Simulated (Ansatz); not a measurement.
A run on `[CH3][Al]1[AlH][Ga]1[F]` with other settings.

```yaml
crystal:
  periodic: [false, false, false]
  atoms:
    - {symbol: C, position_ang: [-0.671026, -0.425048, 1.629567]}
    - {symbol: Al, position_ang: [0.331707, -0.195858, -0.023642]}
    - {symbol: Al, position_ang: [2.451383, 0.862273, -1.151974]}
    - {symbol: Ga, position_ang: [0.234056, 0.135583, -2.151825]}
    - {symbol: F, position_ang: [-0.540489, -0.269515, -4.189477]}
    - {symbol: H, position_ang: [-1.165055, -1.101359, 1.363878]}
    - {symbol: H, position_ang: [-0.321070, -1.141357, 2.591058]}
    - {symbol: H, position_ang: [-1.116603, 0.443029, 2.159471]}
    - {symbol: H, position_ang: [0.927735, 1.571618, -0.543835]}
basis:
  gaussian: {orbitals: cc-pVTZ-DK}
magnetization: {spin_polarized: true, initial_magnetization: 0}
hamiltonian: {xc: {name: PBE0-DH}}
output: {forces: true}
```

```sh
$ ansatz run in.yaml --threads 2 --pin off --events-out ev --progress --plain --max-ram 4352MiB
```

It prints (some lines left out):

```
Functional definition: PBE0-DH
1381 factors; integrals over basis functions are off by at most 1.0e-3 eV
mean field evaluation 1: about -69899.1261 eV, gradient 4.5e1 eV
mean field evaluation 2: about -69899.2268 eV, gradient 4.5e1 eV
mean field evaluation 4: about -69904.8231 eV, gradient 2.5e1 eV
mean field evaluation 8: about -69908.0613 eV, gradient 8.0e-1 eV
mean field evaluation 16: about -69908.0732 eV, gradient 3.9e-3 eV
mean field -69908.11858214 eV, -2569.0759724688 hartree, gradient 1.9e-6 eV, S^2 0.427775; 8 other end points of the search recorded, 0 dependent functions left out
21 core orbitals not correlated: weight in the atoms' cores, before any rotation towards them, 1.000 or more for the frozen orbitals, at most 0.000 for the correlated occupied ones
reference -69908.11860646 eV, -2569.0759733628 hartree; 17, 17 occupied and 189, 189 virtual orbitals, 1381 factors
second order -25.81252719 eV of doubles, -0.00000000 eV of singles
Total energy: -69911.34517236 eV, -2569.1945474725 hartree
Relativity: scalar
Atom 0 at    -0.671026    -0.425048     1.629567 Å, force     8.448362     7.729012     7.182751 eV/Å
Atom 1 at     0.331707    -0.195858    -0.023642 Å, force     1.616954     0.245284     4.939023 eV/Å
Atom 2 at     2.451383     0.862273    -1.151974 Å, force    -0.677128    -0.523787    -0.248418 eV/Å
Atom 3 at     0.234056     0.135583    -2.151825 Å, force    -0.817137     0.493401    -8.004312 eV/Å
Atom 4 at    -0.540489    -0.269515    -4.189477 Å, force     1.061596     0.470121     3.302625 eV/Å
Atom 5 at    -1.165055    -1.101359     1.363878 Å, force    -9.439213    -9.480256    -4.377778 eV/Å
Atom 6 at    -0.321070    -1.141357     2.591058 Å, force     0.434203     2.292873    -2.389739 eV/Å
Atom 7 at    -1.116603     0.443029     2.159471 Å, force    -0.192300    -0.782333    -0.904282 eV/Å
Atom 8 at     0.927735     1.571618    -0.543835 Å, force    -0.435338    -0.444316     0.500131 eV/Å
Dipole moment:     0.463273     0.145001     1.287107 e Å
```

It took 76 s on 2 threads of an Intel Xeon Platinum 8488C on a shared host, with 1.2 GiB of host memory at the peak.
